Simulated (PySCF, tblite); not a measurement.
Species: C6H9NO.
Numbering: `[CH2:1]=[CH:2]/[CH:3]=[CH:4]/[NH:5][C:6]([CH3:7])=[O:8]` (hydrogens: H9, H10 on C1; H11 on C2; H12 on C3; H13 on C4; H14 on N5; H15, H16, H17 on C7)

Computed with GFN2-xTB (tblite), gas phase: nudged elastic band of 9 images (0 to 8), spring 0.2 eV/Å², climbing image at the end, force threshold 0.05 eV/Å. No saddle search or frequency run followed, so the top image need not be a first-order saddle, and its height can exceed the method's true barrier by a kcal/mol or more.

Path: rotation about C6–N5 (amide carbonyl carbon, amide nitrogen), followed by the dihedral C7–C6–N5–C4.

Image 0 (start, dihedral -179°):
```
atom  x, y, z in Å
C1      3.720    0.709   -0.829
C2      2.695    0.115   -0.226
C3      1.326    0.537   -0.372
C4      0.301   -0.069    0.237
N5     -1.016    0.326    0.097
C6     -2.067   -0.291    0.722
C7     -3.402    0.335    0.384
O8     -1.925   -1.237    1.460
H9      3.579    1.561   -1.475
H10     4.733    0.370   -0.701
H11     2.862   -0.739    0.417
H12     1.144    1.390   -1.014
H13     0.426   -0.921    0.889
H14    -1.199    1.116   -0.506
H15    -4.189   -0.190    0.917
H16    -3.409    1.384    0.675
H17    -3.587    0.267   -0.686
```

Image 8 (end, -0.012 eV, dihedral 0°):
```
atom  x, y, z in Å
C1      3.523    0.473   -0.966
C2      2.249    0.097   -0.894
C3      1.280    0.710   -0.025
C4      0.000    0.316    0.036
N5     -0.931    0.900    0.866
C6     -2.256    0.603    1.030
C7     -2.803   -0.525    0.192
O8     -2.922    1.238    1.818
H9      3.909    1.278   -0.363
H10     4.222   -0.008   -1.628
H11     1.888   -0.715   -1.512
H12     1.624    1.524    0.598
H13    -0.359   -0.494   -0.579
H14    -0.599    1.663    1.446
H15    -3.857   -0.647    0.426
H16    -2.696   -0.299   -0.867
H17    -2.278   -1.452    0.413
```

**Question.** What do the inner images look like?

**Answer.** 
Image 1: +0.057 eV, dihedral -161°
```
atom  x, y, z in Å
C1      3.705    0.654   -0.882
C2      2.658    0.062   -0.312
C3      1.339    0.636   -0.259
C4      0.305    0.026    0.329
N5     -0.998    0.482    0.273
C6     -2.052   -0.189    0.841
C7     -3.391    0.235    0.283
O8     -1.901   -1.061    1.662
H9      3.630    1.637   -1.316
H10     4.669    0.180   -0.932
H11     2.761   -0.925    0.118
H12     1.198    1.590   -0.751
H13     0.405   -0.908    0.863
H14    -1.185    1.273   -0.328
H15    -4.188   -0.234    0.853
H16    -3.512    1.315    0.298
H17    -3.449   -0.110   -0.749
```

Image 2: +0.230 eV, dihedral -140°
```
atom  x, y, z in Å
C1      3.660    0.602   -0.939
C2      2.587    0.024   -0.404
C3      1.342    0.704   -0.159
C4      0.289    0.101    0.403
N5     -0.983    0.637    0.458
C6     -2.052   -0.070    0.965
C7     -3.326    0.124    0.179
O8     -1.933   -0.847    1.881
H9      3.672    1.651   -1.183
H10     4.559    0.050   -1.146
H11     2.602   -1.032   -0.169
H12     1.268    1.731   -0.489
H13     0.339   -0.908    0.787
H14    -1.154    1.466   -0.093
H15    -4.169   -0.295    0.719
H16    -3.515    1.163   -0.073
H17    -3.194   -0.438   -0.747
```

Image 3: +0.533 eV, dihedral -118°
```
atom  x, y, z in Å
C1      3.626    0.565   -0.966
C2      2.524   -0.006   -0.485
C3      1.333    0.718   -0.131
C4      0.239    0.124    0.361
N5     -0.975    0.745    0.553
C6     -2.083    0.062    1.067
C7     -3.247    0.005    0.111
O8     -2.037   -0.522    2.117
H9      3.693    1.632   -1.099
H10     4.494   -0.008   -1.238
H11     2.481   -1.081   -0.364
H12     1.337    1.787   -0.301
H13     0.210   -0.938    0.557
H14    -1.069    1.695    0.233
H15    -4.116   -0.434    0.592
H16    -3.490    0.971   -0.319
H17    -2.927   -0.654   -0.699
```

Image 4 (top): +0.739 eV, dihedral -108°
```
atom  x, y, z in Å
C1      3.620    0.552   -0.961
C2      2.508   -0.024   -0.511
C3      1.320    0.703   -0.153
C4      0.177    0.119    0.226
N5     -1.004    0.806    0.449
C6     -2.115    0.152    1.075
C7     -3.211   -0.112    0.086
O8     -2.133   -0.136    2.236
H9      3.691    1.621   -1.077
H10     4.492   -0.017   -1.231
H11     2.461   -1.101   -0.408
H12     1.366    1.782   -0.232
H13     0.091   -0.956    0.307
H14    -0.883    1.778    0.699
H15    -4.067   -0.582    0.561
H16    -3.504    0.829   -0.376
H17    -2.819   -0.753   -0.701
```

Image 5: +0.396 eV, dihedral -65°
```
atom  x, y, z in Å
C1      3.575    0.538   -0.989
C2      2.432   -0.034   -0.619
C3      1.274    0.702   -0.182
C4      0.098    0.139    0.122
N5     -0.953    0.847    0.681
C6     -2.170    0.333    1.118
C7     -3.044   -0.254    0.044
O8     -2.535    0.506    2.255
H9      3.689    1.609   -1.009
H10     4.432   -0.039   -1.289
H11     2.347   -1.113   -0.608
H12     1.392    1.773   -0.082
H13    -0.066   -0.924    0.011
H14    -0.659    1.663    1.206
H15    -3.905   -0.740    0.495
H16    -3.396    0.592   -0.549
H17    -2.518   -0.934   -0.617
```

Image 6: +0.131 eV, dihedral -30°
```
atom  x, y, z in Å
C1      3.526    0.518   -1.020
C2      2.341   -0.009   -0.725
C3      1.262    0.726   -0.116
C4      0.058    0.195    0.134
N5     -0.921    0.842    0.862
C6     -2.220    0.474    1.110
C7     -2.906   -0.353    0.054
O8     -2.787    0.901    2.091
H9      3.739    1.560   -0.849
H10     4.321   -0.070   -1.443
H11     2.156   -1.060   -0.909
H12     1.468    1.749    0.169
H13    -0.179   -0.812   -0.179
H14    -0.595    1.599    1.452
H15    -3.843   -0.732    0.452
H16    -3.126    0.310   -0.782
H17    -2.300   -1.176   -0.311
```

Image 7: +0.024 eV, dihedral -12°
```
atom  x, y, z in Å
C1      3.503    0.492   -1.022
C2      2.270    0.041   -0.808
C3      1.271    0.744   -0.046
C4      0.029    0.270    0.122
N5     -0.925    0.870    0.916
C6     -2.244    0.543    1.080
C7     -2.821   -0.445    0.097
O8     -2.893    1.078    1.952
H9      3.830    1.446   -0.645
H10     4.226   -0.076   -1.582
H11     1.972   -0.923   -1.202
H12     1.564    1.681    0.408
H13    -0.272   -0.650   -0.354
H14    -0.604    1.623    1.515
H15    -3.852   -0.648    0.372
H16    -2.797   -0.008   -0.900
H17    -2.264   -1.377    0.087
```

The largest changes of bonds and angles from start to top: N5–C6 1.370 → 1.433 Å, C6–C7 1.513 → 1.500 Å, C6=O8 1.208 → 1.196 Å, C4–N5 1.382 → 1.384 Å, C6–N5–H14 119.0 → 115.0°, C4–N5–C6 123.8 → 120.3°, C4–N5–H14 117.2 → 114.5°. GFN2-xTB torsional profiles can miss by a kcal/mol or more and can put conformers in the wrong order.

**Question.** What do single points at PBE0/pcSseg-1 (PySCF, no dispersion term) give on some images?

**Answer.** 
```tsv
image	GFN2-xTB E (eV)	DFT E (eV)	HOMO (eV)	LUMO (eV)	dipole (D)
0	0.000	0.000	-6.10	-0.84	3.51
2	0.230	0.259	-6.03	-0.80	3.56
4	0.739	0.904	-5.69	-0.96	2.50
6	0.131	0.206	-6.17	-0.97	2.54
8	-0.012	0.064	-6.16	-0.99	2.66
```

Energies count from image 0 at each level. At the GFN2-xTB top the DFT energy is 20.8 kcal/mol against 17.0; the geometries weren't optimised at the DFT level.

What follows is the cost of the whole band run. Rough CPU time on one thread of a shared machine: about 15 s.
